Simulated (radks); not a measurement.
Excited configurations of B+: one electron is placed in a higher orbital outside [He] 2s1. The ground configuration is [He] 2s2. All-electron calculation, non-relativistic Kohn-Sham, LDA (Slater exchange, Perdew-Wang correlation), spin-polarised, spherical densities, point nucleus; open shells are filled with parallel spins first. Program: a radial shooting solver on a logarithmic mesh with Libxc functionals. Excitation = E - E(ground); binding = E(ion) - E, where the ion is the core of charge +2; n* = 2/sqrt(2 binding) in atomic units, and the quantum defect is n - n*.

outer orbital,excitation (eV),binding (eV),n*,eigenvalue (eV),<r> (bohr)
2p,4.162,20.391,1.634,-14.577,1.793
3s,15.362,9.190,2.433,-7.245,4.584
3d,17.850,6.702,2.850,-4.711,4.641
4p,20.285,4.267,3.571,-3.380,9.444
5s,21.625,2.927,4.312,-2.377,14.53
5p,21.866,2.687,4.501,-2.168,15.39
5d,22.027,2.525,4.642,-2.004,15.45
5f,22.214,2.338,4.825,-1.816,15.09
6s,22.572,1.980,5.242,-1.625,21.62
6d,22.793,1.759,5.562,-1.423,22.98
6f,22.896,1.656,5.733,-1.322,22.85
7f,23.320,1.233,6.644,-1.001,32.02

The Delta-SCF ionisation energy is 24.552 eV (NIST Atomic Spectra Database: 25.155 eV, measured). Self-interaction in the functional shifts the binding energies and quantum defects, so they are the method's values and not measured ones.
